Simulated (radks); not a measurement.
Numerical settings for the thallium ion Tl68+, [Ne] 3s2 3p1. All-electron calculation, scalar-relativistic Kohn-Sham, LDA (Slater exchange, Perdew-Wang correlation), spin-polarised, spherical densities, finite nucleus; open shells are filled with parallel spins first (spin-orbit coupling, left out, can overturn this in heavy ions); Fermi nuclear charge, rms radius 5.4759 fm. Program: a radial shooting solver on a logarithmic mesh with Libxc functionals. The defaults (mesh step 0.008 in ln r, mesh end at 40 bohr or more with all orbitals vanishing there, Anderson mixing 0.5 over 9 steps, residual threshold near 1e-9 with the energy settled to 1e-9 hartree or 1e-11 of itself, here a cap of 93 iterations) give E = -14459.7377 hartree and 3p at -7956.2 eV in 13 iterations. Run on one thread of a shared host, so times are rough (Intel(R) Xeon(R) 6975P-C): 0.09 s of CPU time, 0.09 s wall, 13 iterations on 2189 mesh points. Changes against that run (0 stands for a change within the tolerance of the run):

setting,iterations,converged,E (mhartree),e(3p) (meV),CPU (s)
mesh step in ln r 0.12,93,no,diverged,-,0.23
mesh step in ln r 0.03,13,yes,+0.0042,+0.0192,0.03
mesh step in ln r 0.012,13,yes,0,0,0.06
mesh end (bohr) 20,13,yes,0,0,0.09
mesh end (bohr) 1,13,yes,0,0,0.08
residual threshold 1e-13,17,yes,0,0,0.1
residual threshold 1e-05,8,yes,-0.000894,-0.154,0.06
mixing 1,8,yes,0,0,0.06
"linear mixing, mixing 0.8",16,yes,0,0,0.09
"linear mixing, mixing 0.05",93,no,-49.6,-1.01e+04,0.57
mixing history 2,22,yes,0,0,0.12
iteration cap 2,2,no,+4.73e+03,-9.11e+05,0.02

No run marked as converged misses the energy by more than 1 mhartree. A mesh that ends early acts as a hard wall.
